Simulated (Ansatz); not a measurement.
Species: SnF2, charge 0, singlet. SnF2 (SMILES [Sn]([F])[F]).
B3LYP-D3(BJ)/def2-TZVP minimum from Ansatz (an electronic-structure program):
```xyz
3

Sn     0.0031    -0.0019     0.3444
F      0.6963     1.2727    -0.9558
F     -0.7135    -1.2620    -0.9573
```
Charge 0, spin multiplicity 1.

Total energies in def2-TZVPP, 18 correlated electrons, 11 frozen orbitals. UHF or UKS for unpaired electrons; spin-orbit terms are left out. Correlated methods leave the cores frozen (noble-gas shells, and filled d and f shells in the p block). Past Kr the def2 sets carry scalar-relativistic core potentials. Spin-orbit terms, left out, reach several kcal/mol for Br and I, and more for heavier atoms.

```json
[
 {"method": "HF", "program": "Ansatz", "energy (Eh)": "-412.40561", "minus CCSDT(Q) (mEh)": "613.73"},
 {"method": "MP2", "program": "Ansatz", "energy (Eh)": "-412.99850", "minus CCSDT(Q) (mEh)": "20.84"},
 {"method": "CCSD", "program": "Ansatz", "energy (Eh)": "-412.99925", "minus CCSDT(Q) (mEh)": "20.09"},
 {"method": "CCSD(T)", "program": "Ansatz", "energy (Eh)": "-413.01802", "minus CCSDT(Q) (mEh)": "1.32"},
 {"method": "CCSDT(Q)", "program": "Ansatz", "energy (Eh)": "-413.01934", "minus CCSDT(Q) (mEh)": "0.00"}
]
```
